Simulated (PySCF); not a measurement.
A structure optimised at PBE-D3(BJ)/def2-SVP, used in a PySCF frequency run:

```xyz
8

B      0.7061     0.5386     0.0000
F      2.0320     0.4084     0.0000
Br    -0.3292    -1.0972     0.0000
C      0.0548     1.9449     0.0000
C     -1.2776     2.1713     0.0000
H      0.7377     2.8148     0.0000
H     -1.7020     3.1893     0.0000
H     -1.9948     1.3324     0.0000
```

Task: Write its SMILES, formula and point group.

Result: C=CB(F)Br, C2H3BBrF, Cs

Task: What are its rotational constants (standard atomic weights)?

Result: 4.2673, 2.2606, 1.4777 GHz
